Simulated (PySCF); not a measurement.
# $^{17}$O chemical shifts

- PBE0/pcSseg-1 with gauge-including orbitals
- GFN2-xTB structure
- run in PySCF 2.14.0 with density-fitted response routines
- non-relativistic, isolated molecule, equivalent nuclei averaged, single conformer

Shieldings were converted by a linear fit to measured shifts: $^{17}$O: δ = 266.70 − 0.911σ (rms 10.7 ppm, 155 shifts, 12.2 ppm with the 3 outliers that the fit left out vs liquid water, solution or neat liquid). A few per cent of atoms miss by over 2 rms, more outside the fitted compound classes.

Question: Give the $^{17}$O shifts of `COC(=O)OCC(C)C`, `CC(C)[C@@H](C)[S@@](C)=O`, `C=C[P@@](C)(=O)n1cccc1`.

Answer: 
```json
{"compound": "[CH3:1][O:2][C:3](=[O:4])[O:5][CH2:6][CH:7]([CH3:8])[CH3:9]", "environment": "O4: ester carbonyl oxygen", "δ (ppm)": "239.2"}
{"compound": "[CH3:1][O:2][C:3](=[O:4])[O:5][CH2:6][CH:7]([CH3:8])[CH3:9]", "environment": "O5: ester alkoxy oxygen", "δ (ppm)": "110.6"}
{"compound": "[CH3:1][O:2][C:3](=[O:4])[O:5][CH2:6][CH:7]([CH3:8])[CH3:9]", "environment": "O2: ester alkoxy oxygen", "δ (ppm)": "93.2"}
{"compound": "CC(C)[C@@H](C)[S@@](C)=O", "environment": "S=O oxygen", "δ (ppm)": "-11.7"}
{"compound": "C=C[P@@](C)(=O)n1cccc1", "environment": "P=O oxygen", "δ (ppm)": "45.5"}
```

Question: Match the shifts 595.9, 563.2, 69.1, 12.9, -40.3 ppm to `CC(=O)C(C)=C(C)C`, `C=C1CC[C@@]1(C)OC`, `C1CC(C2COC2)C1`, `O=CC1CCCCC1`, `C=CC/C=C\OCC`.

Answer: 595.9: O=CC1CCCCC1 (aldehyde oxygen); 563.2: CC(=O)C(C)=C(C)C (ketone oxygen); 69.1: C=CC/C=C\OCC (ether oxygen); 12.9: C=C1CC[C@@]1(C)OC (ether oxygen); -40.3: C1CC(C2COC2)C1 (ether oxygen).
